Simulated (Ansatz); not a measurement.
Reaction (ligand exchange at the Al–C bond): `CC[CH2][AlH2]` + `OB1CC1` → `[AlH2][O]B1CC1` + `CCC`

Isolated molecules relaxed with PBE0-D4/def2-TZVP in Ansatz; ΔE leaves out vibrations. CBS: MP2 limit from def2 TZ/QZ plus the TZ coupled-cluster correction, frozen cores. Functionals use def2-TZVPP. Each species was taken in one conformer, which may not be the lowest.

`CC[CH2][AlH2]`:

```xyz
13

C    -1.738    0.457   -0.732
C    -0.598   -0.400   -0.203
C     0.627    0.412    0.214
Al    2.160   -0.587    0.910
H    -1.421    1.030   -1.608
H    -2.601   -0.150   -1.022
H    -2.071    1.173    0.025
H    -0.315   -1.133   -0.966
H    -0.957   -0.992    0.646
H     0.344    1.157    0.973
H     0.982    1.019   -0.632
H     3.475    0.188    1.360
H     2.114   -2.173    1.036
```

`OB1CC1`:

Cartesian coordinates in Å:
```
O -1.439 0.633 1.284
B -0.459 0.243 0.457
C 0.030 -0.603 -0.711
C 0.996 0.376 0.056
H -2.278 0.199 1.101
H 0.228 -1.665 -0.593
H -0.208 -0.336 -1.737
H 1.783 -0.088 0.644
H 1.346 1.241 -0.500
```

`[AlH2][O]B1CC1`:

Cartesian coordinates in Å:
```
Al -1.758 0.824 -1.992
O -0.693 0.323 -0.786
B 0.143 -0.068 0.161
C 1.573 -0.357 0.603
C 0.363 -0.551 1.590
H -2.350 -0.290 -2.936
H -2.074 2.366 -2.074
H 2.263 0.449 0.838
H 2.086 -1.262 0.287
H 0.137 -1.573 1.880
H 0.312 0.138 2.429
```

`CCC`:

Cartesian coordinates in Å:
```
C -0.389 1.176 0.342
C 0.583 0.118 -0.153
C -0.043 -1.264 -0.229
H -0.758 0.934 1.343
H -1.258 1.251 -0.318
H 0.078 2.163 0.390
H 0.961 0.403 -1.141
H 1.457 0.088 0.507
H 0.669 -2.011 -0.586
H -0.901 -1.270 -0.908
H -0.401 -1.587 0.753
```

```tsv
level	ΔE (kJ/mol)
ωB97X-V	-159.0
B2PLYP	-167.2
r2SCAN	-162.3
HF/def2-TZVPP	-181.4
CCSD(T)/def2-TZVPP	-160.7
HF/def2-QZVPP	-182.8
MP2/def2-QZVPP	-163.8
HF/CBS(def2)	-182.9
```

**Question.** What does CCSD(T)/CBS give? (Estimate.)

**Answer.** Ansatz gave: -161.2 kJ/mol. The listed levels differ from it by 2.2, -6.0, -1.1, -20.2, 0.5, -21.6, -2.6, -21.7 kJ/mol.

Largest T1 diagnostic among the species: 0.013.

In def2-TZVPP, CCSD(T) changes the Hartree–Fock value by +20.7 kJ/mol (the triples alone add +3.0 kJ/mol) and MP2 by +18.4 kJ/mol. From PBE to PBE0 (25 % exact exchange), in def2-TZVPP and without D4, ΔE moves by −3.6 kJ/mol.

CCSD(T)/CBS has its own doubt, a few kJ/mol and more with outer-core shells, so smaller differences from it don't rank the levels.
